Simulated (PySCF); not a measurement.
## Core-level binding energies of GeHMe2(NCO)

GeHMe2(NCO), C₃H₇GeNO.
Structure used (PBE0-D3(BJ)/def2-SVP), in Å, numbered top down from 1:
```
atom  x, y, z in Å
Ge1    0.0429    0.0679    0.6332
H2     0.0515    0.0392    2.1723
C3     1.8321   -0.1060   -0.1021
H4     2.4587    0.7386    0.2211
H5     1.7904   -0.1143   -1.2009
H6     2.2984   -1.0406    0.2402
C7    -0.9127    1.6117   -0.0553
H8    -1.9530    1.6046    0.2996
H9    -0.9148    1.5961   -1.1548
H10   -0.4309    2.5408    0.2838
N11   -0.9028   -1.4173    0.1265
C12   -1.4092   -2.3331   -0.4503
O13   -1.9200   -3.2397   -0.9912
```

Level of theory: delta-SCF UKS SCAN, pcX-2 on the ionised atom, pcseg-1 elsewhere, spin-free X2C in PySCF. Each binding energy is the total energy of the core-ionised species, with the hole localised on one atom, minus that of the ground state; both are solved self-consistently, so orbital relaxation is included.

Question: List the computed XPS lines with their assignment.

Answer: 
| atom(s) | environment | level | binding energy (eV) | above the level's lowest (eV) | count |
| --- | --- | --- | --- | --- | --- |
| O13 | oxygen bonded to C | O 1s | 538.63 | 0.00 | 1 |
| N11 | nitrogen bonded to C and Ge | N 1s | 404.78 | 0.00 | 1 |
| C12 | carbon bonded to N and O | C 1s | 294.15 | +3.59 | 1 |
| C3/C7 | carbon bonded to Ge and 3 H | C 1s | 290.56 | 0.00 | 2 |

The listed C 1s values span 3.59 eV, from C3/C7 (bonded to 3 H and Ge) to C12 (bonded to O and N).

Question: Which photon energy gives electrons from O 1s of O13 a kinetic energy of 150 eV, and what is their de Broglie wavelength?

Answer: hν = 538.63 + 150 = 688.63 eV, recoil neglected; λ = 12.264 Å/√(E/eV) = 1.00 Å.

Question: Give the binding energy of O 1s of O13 in hartree and in kJ/mol.

Answer: 538.63 eV = 19.7943 Eh = 51970 kJ/mol.

One atom of each set of topologically equivalent atoms was ionised and stands for the set; in this conformer not all members are related by symmetry, and their own values weren't computed. No level of germanium is listed. Geometry: PBE0-D3(BJ)/def2-SVP; no solvent, vibrations or thermal averaging.
